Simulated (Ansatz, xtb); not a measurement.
## Ranking isomers of FH3InOSi

3 gas-phase structures of FH3InOSi, found in a search over its isomers (lower ones may exist). Each was relaxed with GFN2-xTB; where two conformers were screened, the lower at r2SCAN-D4/def2-SVP is listed:

A. a doublet given by its coordinates
B. `[F][In][O][SiH3]`, a doublet
C. a doublet given by its coordinates

A (Å):

```xyz
7

F     0.7675   -0.7872    0.2147
In   -0.0541   -0.5541    2.9983
O     0.0862    1.1711    1.6719
Si    0.4264    0.8460    0.1660
H     1.6782    1.4447   -0.2731
H     1.1060   -0.1780    4.8187
H    -0.6952    0.9022   -0.7618
```

Close contacts (Å): F1–Si4 1.67, In2–O3 2.18, In2–Si4 3.20, O3–Si4 1.58, In2–H6 2.19, Si4–H5 1.46, Si4–H7 1.46.

C (Å):

```xyz
7

F    -3.3050   -2.6419    0.2289
In   -2.7244   -4.3210   -0.9708
O    -0.7804   -2.6807   -0.6371
Si    0.5979   -1.8015   -0.5947
H    -1.5460   -2.3124   -0.1622
H     1.0785   -1.6841    0.7816
H     0.3952   -0.5178   -1.2658
```

Close contacts (Å): F1–In2 2.14, In2–O3 2.57, O3–Si4 1.64, In2–H5 2.47, O3–H5 0.97, Si4–H6 1.46, Si4–H7 1.46.

**Question.** Estimate their order in r2SCAN-D4/def2-SVP energy at these geometries, lowest first.

**Answer.** Calculated order at r2SCAN-D4/def2-SVP: A (0.0), C (12.9), B (25.3) kcal/mol.

Energies above the lowest of each column, in kcal/mol; the last columns are at PBE0-D3(BJ)/def2-SVP geometries and were run for some of them only (a dash: not run or not comparable):

```json
{"structure": "A", "GFN2-xTB": "2.1", "HF/STO-3G": "0.0", "r2SCAN-D4/def2-SVP": "0.0", "PBE0-D3(BJ)/def2-SVP": "0.0", "CCSD(T)/def2-SVP + ΔMP2/def2-TZVPP": "0.0"}
{"structure": "C", "GFN2-xTB": "0.0", "HF/STO-3G": "22.3", "r2SCAN-D4/def2-SVP": "12.9", "PBE0-D3(BJ)/def2-SVP": "15.8", "CCSD(T)/def2-SVP + ΔMP2/def2-TZVPP": "21.2"}
{"structure": "B", "GFN2-xTB": "5.2", "HF/STO-3G": "2.0", "r2SCAN-D4/def2-SVP": "25.3", "PBE0-D3(BJ)/def2-SVP": "–", "CCSD(T)/def2-SVP + ΔMP2/def2-TZVPP": "–"}
```

CCSD(T)/def2-SVP + ΔMP2/def2-TZVPP puts A lowest of those it was run on; GFN2-xTB picks C. Some further structures that were screened fall inside this span and aren't listed. Flexible structures stand in one conformer each, not always the lowest. Frequencies (PBE0-D3(BJ)/def2-SVP) were run for A, C alone. Open shells are spin-unrestricted, some with notable spin contamination. Atoms past krypton carry core potentials in the def2 sets, without spin–orbit terms. ΔMP2 is the change of the MP2 energy from the smaller to the larger basis.

Programs: Ansatz 0.2.0, xtb 6.7.1.
